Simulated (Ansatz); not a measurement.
Gas-phase electronic energies from Ansatz, PBE0-D4/def2-TZVP geometries. CCSD(T)/CBS adds triple-zeta CCSD(T) − MP2 to the extrapolated MP2 energy (def2 sets, frozen cores). This one scheme is used for every species. DFT in def2-TZVPP. B3LYP here is the variant with VWN-RPA as its local correlation; programs differ in this. Each species was taken in one conformer, which may not be the lowest.

Reaction (substitution at a C–F bond): `FC(F)[SiH3]` + `SS` → `FC([SiH3])SS` + H–F

| level | ΔE (kcal/mol) | difference from CCSD(T)/CBS |
| --- | --- | --- |
| PBE-D4 | -9.6 | 1.1 |
| r2SCAN-D4 | -8.0 | 2.7 |
| PBE0-D4 | -9.3 | 1.4 |
| B3LYP-D4 | -7.9 | 2.8 |
| ωB97X-V | -6.5 | 4.2 |
| ωB97M-V | -7.7 | 3.0 |
| B2PLYP | -6.7 | 4.0 |
| PBE | -7.2 | 3.5 |
| r2SCAN | -7.4 | 3.3 |
| PBE0 | -7.1 | 3.6 |
| B3LYP | -3.9 | 6.8 |
| HF/def2-TZVPP | 0.4 | 11.1 |
| MP2/def2-TZVPP | -12.2 | -1.5 |
| SCS-MP2/def2-TZVPP | -9.1 | 1.6 |
| CCSD/def2-TZVPP | -7.2 | 3.5 |
| CCSD(T)/def2-TZVPP | -8.8 | 1.9 |
| HF/def2-QZVPP | 0.4 | 11.1 |
| MP2/def2-QZVPP | -13.3 | -2.6 |
| SCS-MP2/def2-QZVPP | -10.1 | 0.6 |
| HF/CBS(def2) | 0.4 | 11.1 |
| MP2/CBS(def2) | -14.2 | -3.5 |
| CCSD/CBS(def2) | -9.2 | 1.5 |
| CCSD(T)/CBS | -10.7 | 0 |

Largest T1 diagnostic among the species: 0.013.

The D4 term adds −4.0 kcal/mol with B3LYP and −2.2 kcal/mol with PBE0; it sums over pairs of atoms, weighted by their polarisabilities, and B3LYP, whose exchange is more repulsive, gets the larger term. In def2-TZVPP, CCSD(T) changes the Hartree–Fock value by −9.2 kcal/mol (the triples alone add −1.6 kcal/mol) and MP2 by −12.6 kcal/mol.
